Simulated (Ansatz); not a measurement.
CH$_{5}$GaO$_{2}$Si, SMILES `[SiH3][Ga]1[O]C[O]1`, relaxed with RKS PBE0-D4/def2-TZVP in Ansatz 0.2.0 from a GFN2-xTB geometry. The force threshold is 0.005 eV/Å; the program also tests the step.

The species carries charge 0 and has multiplicity 1.

Start:

```xyz
10

Si    1.303   -1.897    0.653
Ga   -0.005    0.019   -0.006
O    -1.220    1.214    0.653
C    -1.245    1.808   -0.624
O    -0.362    1.082   -1.447
H     2.504   -1.980   -0.187
H     1.702   -1.753    2.059
H     0.510   -3.124    0.494
H    -2.261    1.774   -1.036
H    -0.925    2.857   -0.559
```

| step | energy (eV) | largest force (eV/Å) | largest move (Å) |
| --- | --- | --- | --- |
| 1 | -65455.3294 | 0.609 | 0.000 |
| 2 | -65455.3496 | 0.133 | 0.046 |
| 3 | -65455.3510 | 0.050 | 0.011 |
| 4 | -65455.3511 | 0.015 | 0.002 |
| 5 | -65455.3511 | 0.002 | 0.001 |

End:

```xyz
10

Si    1.298   -1.883    0.650
Ga    0.004    0.001    0.001
O    -1.203    1.198    0.653
C    -1.243    1.806   -0.623
O    -0.351    1.066   -1.433
H     2.505   -1.960   -0.209
H     1.692   -1.731    2.073
H     0.478   -3.109    0.481
H    -2.260    1.760   -1.036
H    -0.919    2.853   -0.557
```

Run time 9.5 s (4 threads of an AMD EPYC 9R45 on a shared host); peak host memory 0.65 GiB.
